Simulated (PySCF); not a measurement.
Computed shifts of a molecule C7H8O, PySCF with B3LYP/pcSseg-1, GIAO, gas phase, equivalent atoms averaged, in ppm (number of nuclei): ¹³C: 165.2 (1), 139.5 (1), 138.2 (1), 137.4 (1), 122.9 (1), 119.2 (1), 24.9 (1). ¹H: 7.45 (1), 7.23 (1), 7.18 (1), 6.60 (1), 3.94 (1), 2.59 (3). References: ¹³C against TMS (σ = 181.3 ppm); ¹⁷O against H2O (σ = 333.8 ppm); ¹H against TMS (σ = 31.68 ppm), references at their B3LYP-D3(BJ)/def2-TZVP geometries, non-relativistic. Coordinates come from a B3LYP-D3(BJ)/def2-SVP optimisation. One conformer was computed; it need not be the lowest.

Problem. Which molecule gave these data?
A. C=Cc1cocc1C
B. Cc1ccc(O)cc1
C. C=Cc1coc(C)c1
D. C#C/C(C=C)=C\OC

Solution. B, Cc1ccc(O)cc1
